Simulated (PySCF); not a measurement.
PBE0 on S⁻ (sulfur, charge -1), [Ne] 3s2 3p5, 2P determinant. Computed with PySCF 2.14 in x2c-TZVPPall with one added diffuse shell each of s, p, d type (6s6p4d1f, 51 functions), with scalar relativity by spin-free X2C-1e.

```
cycle= 1 E= -399.139847144247  delta_E= -0.00715  |g|= 0.0176  |ddm|= 0.107
cycle= 2 E= -399.139975402593  delta_E= -0.000128  |g|= 0.0151  |ddm|= 0.038
cycle= 3 E= -399.140122843683  delta_E= -0.000147  |g|= 0.00376  |ddm|= 0.0208
cycle= 4 E= -399.140133634896  delta_E= -1.08e-05  |g|= 0.000904  |ddm|= 0.0047
cycle= 5 E= -399.140134987073  delta_E= -1.35e-06  |g|= 0.00016  |ddm|= 0.00225
cycle= 6 E= -399.140135071636  delta_E= -8.46e-08  |g|= 3.31e-05  |ddm|= 0.000699
cycle= 7 E= -399.140135074756  delta_E= -3.12e-09  |g|= 2.62e-06  |ddm|= 0.000151
cycle= 8 E= -399.140135074769  delta_E= -1.38e-11  |g|= 3.14e-07  |ddm|= 8.27e-06
converged SCF energy = -399.140135074769  <S^2> = 0.755178  2S+1 = 2.0051713
```

Highest occupied orbital energy: 0.150 eV; ⟨L²⟩ = 2.03; populations by l: s 6.00, p 11.00, d 0.00, f 0.00.

(1) Can this result be used?

## Answers

(1) With care. The calculation finished and met its thresholds. At PBE0 the highest occupied level has a positive energy, so only the finite basis holds that electron; in a semilocal or global hybrid functional this comes from self-interaction and does not mean that the real anion is unbound.
